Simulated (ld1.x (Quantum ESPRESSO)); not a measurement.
**Reading a pseudo-wave (In (Z = 49))**

Columns: radius, all-electron u(r) and pseudo u(r) of the 5s shell (level -8.21 eV) of indium in the configuration [Kr] 4d10 5s2 5p1; PBE, scalar-relativistic, TM scheme, ld1.x (Quantum ESPRESSO) 7.5.

```
r (bohr)  all-electron  pseudo
   0.128       -0.0627  0.0149
   0.255        0.2083  0.0309
   0.382        0.0402  0.0497
   0.510       -0.2088  0.0728
   0.638       -0.3207  0.1021
   0.765       -0.2876  0.1390
   0.893       -0.1638  0.1858
   1.020       -0.0043  0.2427
   1.148        0.1584  0.3101
   1.275        0.3035  0.3842
   1.402        0.4246  0.4605
   1.530        0.5208  0.5333
   1.658        0.5925  0.5955
   1.785        0.6421  0.6426
   1.912        0.6737  0.6737
   2.040        0.6903  0.6903
   2.168        0.6946  0.6946
   2.295        0.6892  0.6892
   2.422        0.6762  0.6762
   2.550        0.6572  0.6572
   2.678        0.6339  0.6339
   2.805        0.6077  0.6077
   2.932        0.5794  0.5794
   3.060        0.5496  0.5496
   3.188        0.5192  0.5192
   3.315        0.4889  0.4889
```

Task: How many radial nodes do the two functions have?

Result: The all-electron 5s function has n − l − 1 = 4 (the table is too coarse to show those close to the nucleus); the pseudo-wave has 0, since the states of the same l below it are removed with the core.

Task: At about which radius was the pseudo-wave matched?

Result: 2.10 bohr. The columns agree to 0.0005 from 1.78 bohr on; several derivatives are matched, so the curves merge somewhat inside the radius.

Task: Is the pseudo-wave norm-conserving?

Result: Yes: the TM scheme keeps the norm inside the radius equal to the all-electron one, which fixes the energy derivative of the logarithmic derivative at the level.
